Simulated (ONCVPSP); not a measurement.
**tin: excitation energies, all-electron against ONCV**

ONCVPSP 4.0.1 input, shortened (lines: element, Z, core and valence counts, functional; n l f; lmax; l rc ep ncon nbas qcut; lloc lpopt rc5 dvloc0; l nproj debl; icmod fcfact rcfact), Wu-Cohen, scalar-relativistic:

```
  Sn 50.00    9    2  -118130      upf
    1    0    2.00
    2    0    2.00
    2    1    6.00
    3    0    2.00
    3    1    6.00
    3    2   10.00
    4    0    2.00
    4    1    6.00
    4    2   10.00
    5    0    2.00
    5    1    2.00
    2
    0    1.70    0.00    4    7    3.80
    1    2.80    0.00    4    8    2.80
    2    2.10    0.33    4    7    4.80
    4    5    1.45    0.00
    0    2    2.20
    1    3    1.60
    2    1    3.40
    3    5.75    1.10
```

Energies are relative to the spin-unpolarised reference configuration 5s2 5p2; without spin polarisation the order of configurations can differ from experiment.

```
valence configuration  charge  ΔE all-electron (eV)  error AE − PS (meV)
              5s2 5p1      +1                 6.904                -10.0
              5s2 5p0      +2                20.890                  -51
              5s1 5p0      +3                51.936                 -212
```

(1) What are ΔE and the potential's error for 5s1 5p3?

Levels in the configuration 5s2 5p1:

```json
{"level": "5s", "all-electron (eV)": "-17.922", "pseudo (eV)": "-17.956"}
{"level": "5p", "all-electron (eV)": "-10.297", "pseudo (eV)": "-10.317"}
```

Note: ghosts flagged at negative energy: s at -73.0 eV; GHOST(+) flagged for p at 133.7 eV, s at 393.5 eV. A true bound ghost makes a file unfit for plane-wave use.

Answers

(1) ΔE = 7.023 eV all-electron; the error (AE − PS) is +2.8 meV.
